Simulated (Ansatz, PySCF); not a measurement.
Breaking the O4–H5 bond in H3OSb (SMILES [OH][SbH2]) (multiplicity 1 held, fragments rigid). Energies count from the point at 0.963 Å.
Geometry at that point (charge 0, multiplicity 1):
```xyz
5

Sb    -0.140    -0.189     0.173
H     -1.579    -0.001    -0.749
H      0.346    -1.501    -0.826
O      0.877     1.170    -0.871
H      1.355     1.753    -0.272
```

Unrestricted levels (U-) break spin symmetry where that is lower. Active spaces are followed from a long bond inwards. Curves can end on different states.

Cores are frozen in the correlated methods. Filled d and f shells under p-block atoms count as core. Rows in 3-21G, LANL2DZ carry no dispersion term and start afresh at each structure; the Pople sets are all-electron and without relativity. LANL2DZ brings its own core potentials from Na on.

Programs: Ansatz (Gaussian basis) for Hartree–Fock, density functionals and correlated methods; PySCF for 3-21G rows, LANL2DZ rows. Values without a source in brackets are computed. In def2 rows elements past Kr take small-core potentials, without spin–orbit coupling.

Other levels give for the energy at R = 3.081 Å: U-PBE/def2-TZVPP 110.03; U-B3LYP/def2-TZVPP 112.14; U-wB97X-V/def2-TZVPP 114.77; FIC-MRCISD+Q on CASSCF(4,3)/def2-TZVPP 115.25 kcal/mol.

Common cheap choices:

```
level            energy at R = 3.081 Å (kcal/mol)
---------------  --------------------------------
R-HF/3-21G                                 212.20
U-HF/LANL2DZ                                75.05
R-BP86/LANL2DZ                             132.54
R-B3LYP/LANL2DZ                            149.92
U-B3LYP/LANL2DZ                            105.19
```

Doubts at one or more of the structures used: a restricted determinant that unrestricted orbitals would lower (R-HF/3-21G); a spin-contaminated determinant (U-HF/LANL2DZ, U-B3LYP/LANL2DZ, U-PBE/def2-TZVPP, U-B3LYP/def2-TZVPP, U-wB97X-V/def2-TZVPP); active orbitals that take no part (FIC-MRCISD+Q on CASSCF(4,3)/def2-TZVPP).

Ansatz is a program for electronic structure.
